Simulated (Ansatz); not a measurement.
Molecule: HSe, charge 1, multiplicity 3. SMILES: [SeH+]

Atoms: Se1, H2. Bonds: Se1-H2.

Bond lengths (Å) and angles (degrees) optimised at HF/STO-3G with Ansatz (a program for electronic structure); HF/3-21G with Ansatz; HF/6-31G* with LANL2DZ past Ar with Ansatz; PBE/6-31G* with LANL2DZ past Ar with Ansatz; B3LYP/LANL2DZ with Ansatz; MP2/6-31G* with LANL2DZ past Ar with Ansatz, each started from the B3LYP-D3(BJ)/def2-TZVP structure (Ansatz) of the last column. A row stands for all coordinates that are equal there. 6-31G* holds six Cartesian d functions.

| coordinate | HF/STO-3G | HF/3-21G | HF/6-31G* with LANL2DZ past Ar | PBE/6-31G* with LANL2DZ past Ar | B3LYP/LANL2DZ | MP2/6-31G* with LANL2DZ past Ar | B3LYP-D3(BJ)/def2-TZVP |
|---|---|---|---|---|---|---|---|
| Se1-H2 | 1.496 | 1.487 | 1.495 | 1.533 | 1.520 | 1.507 | 1.495 |

Mean signed difference of all 1 bond lengths from B3LYP-D3(BJ)/def2-TZVP: HF/STO-3G 0.001 Å, HF/3-21G -0.008 Å, HF/6-31G* with LANL2DZ past Ar 0.000 Å, PBE/6-31G* with LANL2DZ past Ar 0.039 Å, B3LYP/LANL2DZ 0.025 Å, MP2/6-31G* with LANL2DZ past Ar 0.012 Å.
